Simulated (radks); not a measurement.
Fractional charge and spin in the 3d shell of cobalt: the spin-up occupation runs from 4 to 5 and the spin-down occupation from 1 to 2; the fullest corner is Co, [Ar] 4s2 3d(up 5, down 2). Method: scalar-relativistic Kohn-Sham, BLYP, spin-polarised, spherical densities, finite nucleus; Fermi nuclear charge, rms radius of each element as measured or else 0.836 A^(1/3) + 0.57 fm; computed with a radial shooting solver on a logarithmic mesh with Libxc functionals. Energy (eV) above the fullest corner. The planes named below are the two flat planes that join the four corners, with an edge along up + down = one added electron.

| down \ up | 4 | 4.5 | 5 |
|---|---|---|---|
| 1 | 45.938 | 27.256 | 13.015 |
| 1.5 | 28.908 | 14.829 | 4.796 |
| 2 | 16.135 | 6.270 | 0.000 |

Corners above the fullest one (they belong to Co+ and the next ion): (up 5, down 1) 13.015 eV, (up 4, down 2) 16.135 eV, (up 4, down 1) 45.938 eV. With half an added electron in each spin the energy lies 0.255 eV from the planes, and with half an added electron in spin up alone -2.221 eV. The planes are only a guide here: the flat-plane condition holds for ground states with one frontier orbital, while this shell lies below other occupied shells, so the corners above the fullest one are inner-hole states and not the ground states of those ions.
